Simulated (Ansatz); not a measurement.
H9InSi3, SMILES `[SiH3][In]([SiH3])[SiH3]`. Total charge 0; spin multiplicity 1. In: def2 effective core potential.

| atom | x (Å) | y (Å) | z (Å) |
| --- | --- | --- | --- |
| Si1 | -1.246 | 0.937 | -2.061 |
| In2 | 0.068 | 0.015 | -0.036 |
| Si3 | 0.622 | 1.569 | 1.953 |
| Si4 | 0.685 | -2.492 | 0.076 |
| H5 | -0.970 | 0.182 | -3.315 |
| H6 | -2.706 | 0.815 | -1.777 |
| H7 | -0.959 | 2.376 | -2.318 |
| H8 | 1.847 | 1.144 | 2.686 |
| H9 | 0.806 | 2.987 | 1.535 |
| H10 | -0.514 | 1.530 | 2.919 |
| H11 | 1.916 | -2.741 | 0.877 |
| H12 | -0.434 | -3.229 | 0.732 |
| H13 | 0.886 | -3.092 | -1.273 |

Q: What are the harmonic wavenumbers in cm⁻¹ at PBE0-D4/def2-TZVP (Ansatz, finite differences of forces, unscaled)? (An estimate is asked.)

A: Computed: 27i, 11i, 10i, 65, 66, 73, 252, 297, 297, 378, 378, 414, 443, 476, 476, 831, 831, 874, 930, 934, 934, 941, 941, 945, 2191, 2191, 2195, 2207, 2207, 2209, 2213, 2215, 2215.
